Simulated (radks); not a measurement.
Results of a calculation; reference values are marked as such.
Question: The europium ion Eu2+, [Xe] 4f7. Code: a radial shooting solver on a logarithmic mesh with Libxc functionals. Model: non-relativistic Kohn-Sham, PBE, spin-polarised, spherical densities, point nucleus. Every spin shell is full or empty, so the densities are truly spherical. Functionals are evaluated on that one density, not self-consistently. Rank these exchange functionals by their error against the exact value of the orbitals, and give that value: LDA, B88, PBE, PW91, OPTX, SOGGA, G96, TPSS, revTPSS.

Answer: Exact: -230.091 hartree. From best to worst, with 100 (|E| - |E exact|)/|E exact| (equal figures are ties): PW91 +0.15, B88 +0.18, TPSS -0.23, PBE -0.25, G96 +0.54, revTPSS -0.80, OPTX +1.68, SOGGA -1.92, LDA -4.21.
